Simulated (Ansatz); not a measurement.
Cost against result

Saddle point of BH$_{3}$SeSF$_{2}$, singlet (BHSF₂ ([F][B]([F])[SH]) + H₂Se → BHSeF₂ ([F][B]([F])[SeH]) + H₂S; bonds formed: B1–Se6, S2–H5; bonds broken: B1–S2, H5–Se6), PBE0-D4/def2-TZVP structure:

B1  (-0.586, 0.061, -0.574)
S2  (1.384, 0.481, -0.715)
F3  (-0.887, -1.007, -1.325)
F4  (-1.338, 1.165, -0.704)
H5  (0.961, -0.025, 0.816)
Se6  (-0.546, -0.520, 1.576)
H7  (1.238, 1.763, -0.340)
H8  (-0.226, -1.918, 1.265)
(Å)

Barriers are electronic and count from the start structure reached by relaxing down the imaginary mode.

Ansatz 0.2.0; basis: as named in each row; cores frozen in the correlated methods. Filled d shells of the heavier atoms are correlated. The def2 sets are not built for correlating such inner shells, so the correlated values are less sure here. B3LYP uses VWN-RPA correlation. Extrapolation: Hartree–Fock as exp(−7.88 √X), correlation as X^−2.97.

Times are rough, for one single point on 8 threads of a shared host (Intel Xeon Platinum 8259CL).

The estimate by CCSD(T) at an estimated basis limit (MP2 extrapolated from triple and quadruple zeta, plus CCSD(T) − MP2 in triple zeta) is 107.7 kJ/mol.

```tsv
method	basis	time (s)	barrier (kJ/mol)	method less estimate
HF	STO-3G	under 1	169.3	61.6
PBE-D4	STO-3G	under 1	25.8	-81.9
SPW92	def2-SVP	under 1	21.8	-85.8
PBE-D4	def2-SVP	under 1	54.3	-53.4
B3LYP-D4	6-31G	under 1	97.1	-10.6
PBE0-D4	def2-SVP	under 1	75.7	-32.0
SPW92	def2-TZVPP	1	33.9	-73.8
PBE-D4	def2-TZVPP	1	63.5	-44.2
BLYP-D4	def2-TZVPP	1	87.7	-20.0
B3LYP-D4	def2-TZVPP	2	102.6	-5.1
BHLYP-D4	def2-TZVPP	2	128.0	20.3
PBE0-D4	def2-TZVPP	2	83.3	-24.3
CAM-B3LYP-D4	def2-TZVPP	2	115.0	7.3
r2SCAN-D4	def2-TZVPP	2	79.7	-28.0
wB97M-V	def2-SVP	3	98.9	-8.8
r2SCAN0-D4	def2-TZVPP	3	93.5	-14.2
RPA on PBE	def2-TZVPP	3	109.7	2.0
B2PLYP	def2-TZVPP	4	109.8	2.1
PBE-QIDH	def2-TZVPP	4	98.4	-9.2
CCSD(T)	def2-SVP	4	124.1	16.4
B97M-V	def2-TZVPP	4	107.5	-0.2
wB97X-V	def2-TZVPP	4	113.2	5.6
wB97M-V	def2-TZVPP	5	110.4	2.7
MP2	def2-QZVPP	15	96.7	-11.0
CCSD(T)	def2-TZVPP	67	112.4	4.8
```

All methods are single points on the PBE0-D4 structures.

The T1 diagnostic stays at or below 0.012.

Labels in which every atom is bracketed show which atoms are joined, not bond orders.
